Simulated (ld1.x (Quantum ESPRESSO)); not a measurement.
**phosphorus (P), TM semilocal: configuration errors across variants**

- Element: P
- Generator: ld1.x (Quantum ESPRESSO) 7.5
- Type: norm-conserving Troullier–Martins (semilocal form)
- Functional: PBE
- Relativity: scalar-relativistic
- Frozen core: [Ne]
- Valence charge: 5
- Reference configuration: 3s1.75 3p3.25
- Partial waves: 3s (bound): rc 1.45 bohr; 3p (bound): rc 1.85 bohr; 3d channel at 0.4 Ry: rc 1.55 bohr
- Local potential: the d channel
- Core correction: none

All-electron excitation energies from the reference (eV): (1) 3s2 3p3 -2.120; (2) 3s2 3p2 7.609; (3) 3s2 3p1 26.756; (4) 3s1 3p4 6.414; (5) 3s0 3p5 15.080; (6) 3s2 3p3.3 -3.427; (7) 3s2 3p2.5 1.655.

A semilocal file is local in each channel, so a ghost entry of none says nothing of the separable form that plane-wave codes build from it.

Errors AE − PS in meV (a dash: test not solved or not reliable):

| change | (1) | (2) | (3) | (4) | (5) | (6) | (7) | bound ghosts |
| --- | --- | --- | --- | --- | --- | --- | --- | --- |
| base | +0.1 | +0.3 | +8.7 | +0.2 | -0.2 | +0.4 | -0.1 | none |
| all radii scaled by about 0.77 (s 1.12, p 1.42, d 1.18 bohr) | +0.9 | +5.3 | +32 | +8.0 | +69 | +0.9 | +1.8 | none |
| all radii scaled by about 0.87 (s 1.26, p 1.62, d 1.36 bohr) | +0.4 | +2.2 | +17 | +3.7 | +15 | +0.5 | +0.6 | none |
| all radii scaled by about 0.92 (s 1.32, p 1.70, d 1.42 bohr) | +0.3 | +1.7 | +15 | +2.2 | +7.5 | +0.4 | +0.4 | none |
| all radii scaled by about 1.11 (s 1.60, p 2.04, d 1.72 bohr) | +0.2 | +0.4 | +8.2 | +0.4 | +1.1 | +0.4 | -0.1 | none |
| all radii scaled by about 1.21 (s 1.76, p 2.24, d 1.88 bohr) | +0.3 | +1.3 | +12 | +1.3 | +3.9 | +0.5 | +0.2 | none |
| all radii scaled by about 1.38 (s 2.00, p 2.56, d 2.14 bohr) | +0.3 | +3.3 | +21 | +2.7 | +11 | +0.6 | +0.7 | none |

Give the same row for: all radii scaled by about 1.27 (s 1.84, p 2.36, d 1.98 bohr).

+0.3, +2.0, +15, +1.9, +6.4, +0.5, +0.4; bound ghosts: none.
